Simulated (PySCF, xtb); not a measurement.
(3R)-1-fluoro-3-methylcyclobutene (C5H7F), SMILES [C@@H]1(C=C(F)C1)C.

Harmonic wavenumbers (cm⁻¹) from GFN2-xTB (xtb 6.7.1) at its own minimum, in rising order: 134, 210, 297, 408, 417, 457, 641, 778, 849, 918, 937, 993, 1032, 1048, 1082, 1143, 1167, 1193, 1209, 1284, 1321, 1406, 1449, 1493, 1497, 1730, 2954, 3001, 3012, 3033, 3037, 3042, 3156.

### Question
What does PBE-D3(BJ)/def2-SVP run with PySCF 2.14.0 give at its own minimum? (Estimate from the structure and the level; the computed values follow.)

### Answer
135, 247, 304, 430, 434, 441, 631, 770, 798, 869, 895, 961, 1006, 1028, 1046, 1123, 1128, 1163, 1199, 1298, 1316, 1344, 1399, 1415, 1419, 1691, 2963, 2968, 2983, 3042, 3055, 3055, 3165. Paired by order, the mean absolute difference is 28 cm⁻¹ and the zero-point energies are 66.2 and 65.4 kcal/mol.
